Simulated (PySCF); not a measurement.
C3H6FNSi, SMILES N1([SiH3])CC=C1F. Coordinates come from a B3LYP-D3(BJ)/def2-SVP optimisation. The structure was generated by enumeration, and PubChem lists no compound with its InChIKey, so it may never have been made.

Task: Give the equilibrium geometry at B3LYP-D3(BJ)/def2-SVP (PySCF confirms it by a frequency run) as Cartesian coordinates in Å. (Estimate from the structure and the level; the computed values follow.)

Result: 
```xyz
12

F     -0.5457     1.8820     0.6172
C     -0.7862     0.5946     0.4717
C     -1.7036    -0.2884     0.9101
C     -0.9364    -1.3418     0.1182
N     -0.0039    -0.2434    -0.3184
Si     1.6814    -0.2812    -0.7836
H     -2.6192    -0.2706     1.4898
H     -1.4605    -1.7946    -0.7383
H     -0.4262    -2.1174     0.7126
H      2.6310    -0.4842     0.3560
H      1.8188    -1.4244    -1.7265
H      2.0111     1.0072    -1.4496
```
